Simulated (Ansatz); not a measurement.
Job for Ansatz (a quantum-chemistry and plane-wave program): U-CCSD(T)/cc-pVTZ on FGaH2 (SMILES [F][GaH2]), a point of a bond scan (R = 1.947 Å). The run froze 15 orbitals, filled d shells among them.

Ansatz 0.2 input:
```yaml
crystal:
  periodic: [false, false, false]
  atoms:
    - {symbol: Ga, position_ang: [-0.15314797, -0.29827289, 0.09911006]}
    - {symbol: H, position_ang: [0.62376958, -1.05783376, 1.21321406]}
    - {symbol: H, position_ang: [-1.47626948, -0.60250567, -0.66151679]}
    - {symbol: F, position_ang: [0.69976985, 1.36288049, -0.45285768]}
basis:
  gaussian:
    orbitals: cc-pVTZ
correlation: {method: ccsd_t, electrons: outside_noble_gas}
scf: {omitted_lower_state_checks: [cluster_reference]}
magnetization: {spin_polarized: true, initial_magnetization: 0}
```

Output:

```
WARN ansatz: RAYON_NUM_THREADS=1 ignored (pool sized by the plan → 1); use --threads N
Functional definition: HF
these checks for a lower state are left out or cut short: cluster_reference
integrals: 0.18 GiB planned
620 factors; integrals over basis functions are off by at most 1.4e-3 eV
mean field: 0.27 GiB planned
mean field evaluation 1: about -55071.9211 eV, gradient 2.4e1 eV
mean field evaluation 2: about -55071.9228 eV, gradient 2.4e1 eV
mean field evaluation 4: about -55074.2265 eV, gradient 1.3e0 eV
mean field evaluation 8: about -55074.2464 eV, gradient 7.6e-4 eV
mean field -55074.24643804 eV, -2023.9412259331 hartree, gradient 1.8e-6 eV, S^2 0.000000; 0 other end points of the search recorded, 0 dependent functions left out
15 core orbitals not correlated, not the lowest: weight in the atoms' cores, before any rotation towards them, 0.981 or more for the frozen orbitals, at most 0.022 for the correlated occupied ones
reference -55074.24643804 eV, -2023.9412259331 hartree; 6, 6 occupied and 80, 80 virtual orbitals, 620 factors
second order -9.38687485 eV of doubles, -0.00000000 eV of singles
coupled cluster: 0.38 GiB planned
cycle   1  -9.36353665 eV  change    2.3e-2 eV  update   8.5e-2
cycle   2  -9.61317033 eV  change   -2.5e-1 eV  update   3.1e-2
cycle   3  -9.70276093 eV  change   -9.0e-2 eV  update   1.6e-2
cycle   4  -9.69803008 eV  change    4.7e-3 eV  update   4.2e-3
cycle   5  -9.69525702 eV  change    2.8e-3 eV  update   2.2e-3
cycle   6  -9.69607418 eV  change   -8.2e-4 eV  update   7.5e-4
cycle   7  -9.69607870 eV  change   -4.5e-6 eV  update   2.8e-4
cycle   8  -9.69599153 eV  change    8.7e-5 eV  update   9.7e-5
cycle   9  -9.69600746 eV  change   -1.6e-5 eV  update   3.6e-5
cycle  10  -9.69602302 eV  change   -1.6e-5 eV  update   1.3e-5
cycle  11  -9.69600995 eV  change    1.3e-5 eV  update   4.9e-6
perturbative correction -0.27012663 eV, -0.0099269706 hartree
Total energy: -55084.21257462 eV, -2024.3074746971 hartree
Checks for a lower state left out: cluster_reference
```

The run converged.

Cost: very roughly 8 core-seconds.
